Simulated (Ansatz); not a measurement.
The cluster Hg3S3⁺ (the lowest doublet isomer of a short search), 6 atoms. Hardware: 4 threads of Arm Neoverse N1 on a shared host.

In the def2 sets Hg takes a core potential; there is no spin–orbit coupling. Correlated methods freeze 15 core orbitals; core or outer-core shells of Hg are correlated, in sets that lack core-valence functions.

Task: How many basis functions does each of these Ansatz runs have, and roughly what does it cost? PBE-QIDH/def2-TZVP, charge 1 doublet, energy, from earlier orbitals; RPA@PBE/def2-TZVP, charge 1 doublet, energy, from earlier orbitals; r2SCAN0-D4/def2-TZVP, charge 1 doublet, energy, from earlier orbitals; PBE with 40 % exact exchange/def2-SVP, charge 1 doublet, energy, from earlier orbitals; PBE0-D4/def2-SVP, charge 1 doublet, energy, from earlier orbitals; PBE-D4/def2-TZVP, charge 0 triplet at the geometry of the charge 1 doublet, energy, from earlier orbitals; PBE-QIDH/def2-TZVP, charge 0 triplet at the geometry of the charge 1 doublet, energy, from earlier orbitals; r2SCANh-D4/def2-TZVP, charge 1 doublet, energy, from earlier orbitals; PBE with 15 % exact exchange/def2-SVP, charge 1 doublet, energy, from earlier orbitals; MP2/def2-TZVP, charge 1 doublet, energy, from earlier orbitals; PBE0-D4/def2-TZVP, charge 0 triplet at the geometry of the charge 1 doublet, energy; r2SCAN-D4/def2-TZVP, charge 1 doublet, energy, from earlier orbitals.

Result: Other jobs shared the machine, so times can vary by a factor of up to 3. A dash marks memory too small to be measured apart from the calling script's.

| run | functions | fitting or Cholesky vectors | wall time | peak host memory (GiB) |
| --- | --- | --- | --- | --- |
| PBE with 15 % exact exchange/def2-SVP, charge 1 doublet, energy, from earlier orbitals | 150 | 1456 | 11 s | 0.71 |
| PBE0-D4/def2-SVP, charge 1 doublet, energy, from earlier orbitals | 150 | 1456 | 12 s | 0.71 |
| PBE-D4/def2-TZVP, charge 0 triplet at the geometry of the charge 1 doublet, energy, from earlier orbitals | 240 | 1953 | 13 s | – |
| PBE with 40 % exact exchange/def2-SVP, charge 1 doublet, energy, from earlier orbitals | 150 | 1456 | 13 s | 0.71 |
| MP2/def2-TZVP, charge 1 doublet, energy, from earlier orbitals | 240 | 1767 | 25 s | 0.96 |
| RPA@PBE/def2-TZVP, charge 1 doublet, energy, from earlier orbitals | 240 | 1767 | 32 s | 0.88 |
| r2SCAN-D4/def2-TZVP, charge 1 doublet, energy, from earlier orbitals | 240 | 1953 | 33 s | 0.63 |
| PBE-QIDH/def2-TZVP, charge 1 doublet, energy, from earlier orbitals | 240 | 1767 | 39 s | 1.1 |
| PBE0-D4/def2-TZVP, charge 0 triplet at the geometry of the charge 1 doublet, energy | 240 | 2145 | 43 s | 1.4 |
| PBE-QIDH/def2-TZVP, charge 0 triplet at the geometry of the charge 1 doublet, energy, from earlier orbitals | 240 | 1767 | 45 s | 1.1 |
| r2SCANh-D4/def2-TZVP, charge 1 doublet, energy, from earlier orbitals | 240 | 1953 | 52 s | 1.4 |
| r2SCAN0-D4/def2-TZVP, charge 1 doublet, energy, from earlier orbitals | 240 | 2145 | 54 s | 1.4 |
